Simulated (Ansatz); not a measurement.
Basis-set extrapolation for `F/C(S)=C\[SiH3]` (PBE0-D4/def2-TZVP geometry, frozen core, the Gaussian-basis code of Ansatz). Multiplicity 1, RHF reference.

```tsv
	def2-TZVPP	def2-QZVPP
HF	-864.613247	-864.641238
MP2 correlation	-0.867987	-0.937455
CCSD(T) correlation	-0.954264	not run
```

Energies in hartree. Use E(X) = E(∞) + A·exp(−7.88·√X) for Hartree–Fock and E(X) = E(∞) + B·X^(−2.97) for correlation, with X = 3 and 4, and add CCSD(T) minus MP2 of the smaller set to the MP2 limit.

Problem. What is the CCSD(T) energy at the basis-set limit?

Solution. HF limit: -864.641238 + (-0.027991) × 0.13774 = -864.64509. MP2 limit: -0.937455 + (-0.069468) × 0.74074 = -0.98891. Higher-order term: -0.954264 − (-0.867987) = -0.08628. Total: -865.72028 hartree, 95.9 kcal/mol below CCSD(T)/def2-TZVPP.
